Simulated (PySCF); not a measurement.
C₂H₁₁NO₃Si₃.
Geometry (GFN2-xTB, Å), atoms numbered from 1 in this order:
```
atom  x, y, z in Å
N1    -2.6601    0.9293    1.4925
Si2   -1.4643    0.7596    0.2791
O3    -1.4518   -0.8266   -0.0610
C4    -0.9390   -1.4914   -1.1970
Si5    0.8273   -2.1235   -0.8437
O6     1.7837   -0.8750   -0.4450
Si7    2.3592    0.4304    0.3278
C8     1.0601    1.8285    0.2910
O9    -0.1266    1.4066    0.9306
H10   -3.2108    0.1245    1.7317
H11   -2.4329    1.4673    2.3090
H12   -1.8239    1.5108   -0.9292
H13   -0.9676   -0.8227   -2.0640
H14   -1.6204   -2.3202   -1.4115
H15    0.8162   -3.0454    0.2893
H16    1.4242   -2.6593   -2.0662
H17    2.6342    0.0403    1.7082
H18    3.5372    0.8157   -0.4479
H19    1.4142    2.7098    0.8343
H20    0.8359    2.1518   -0.7312
```

NICS = −σ at a ghost point: NICS(0) at the centroid of the ring atoms, NICS(1) 1 Å to either side along the normal of their mean plane, zz for the tensor component along that normal. Level: GIAO PBE0/pcSseg-1 (PySCF, non-relativistic, gas phase) on the GFN2-xTB geometry, one conformer.

Ring bond lengths (Å), with Mayer bond orders in brackets: Si2–O3 1.622 (0.97), O3–C4 1.413 (0.85), C4–Si5 1.909 (0.88), Si5–O6 1.622 (0.93), O6–Si7 1.622 (0.93), Si7–C8 1.909 (0.88), C8–O9 1.413 (0.85), O9–Si2 1.622 (0.97).

Q: What do the NICS probes read (ppm)?

A: 
```
                      ring                                                        type  NICS(0)  NICS(1), two faces  NICS(1)zz, two faces  rms pucker (Å)  centre to ring atoms, mean (Å)
Si2–O3–C4–Si5–O6–Si7–C8–O9  8-membered ring with 3 O and 3 Si; formal bonds all single     -1.4         -0.7 / -0.7             4.1 / 3.2            0.28                            2.02
```

Q: What can be read from them?

A: 
- Si2–O3–C4–Si5–O6–Si7–C8–O9: mean NICS(1)zz 3.6 ppm, deshielded. Si2, C4, Si5, Si7, C8 have four or more neighbours; no verdict on aromaticity is drawn.

Q: At the second NICS(1) probe listed for ring Si2–O3–C4–Si5–O6–Si7–C8–O9, 1 Å off the ring, how large is the induced field along the normal in 11.7 T applied along it?

A: NICSzz × B0 = 3.2 ppm × 11.7 T = 37 μT, along the applied field.

Q: What are the shieldings of the ring atoms and their hydrogens in the same run (means over atoms taken as equivalent)?

A: 
```csv
atoms,environment,σ isotropic (ppm),"principal values of the symmetric part, first atom (ppm)"
Si2,oxygen-bound silicon,391.8,"384.5, 387.5, 403.6"
O3 (×2),silyl ether oxygen,298.0,"216.3, 315.1, 364.1"
C4 (×2),sp3 carbon bound to oxygen,129.5,"98.1, 117.3, 173.3"
Si5 (×2),oxygen-bound silicon,377.2,"336.3, 370.1, 425.7"
O6,siloxane oxygen,321.4,"246.6, 331.1, 386.4"
H12,Si–H hydrogen,27.00,"23.9, 24.7, 32.4"
H13 (×2),methylene hydrogen,27.71,"23.6, 26.2, 33.4"
H14 (×2),methylene hydrogen,27.99,"23.1, 26.8, 34.1"
H15 (×2),Si–H hydrogen,26.47,"22.9, 24.5, 32.0"
H16 (×2),Si–H hydrogen,26.70,"23.0, 24.9, 32.2"
```
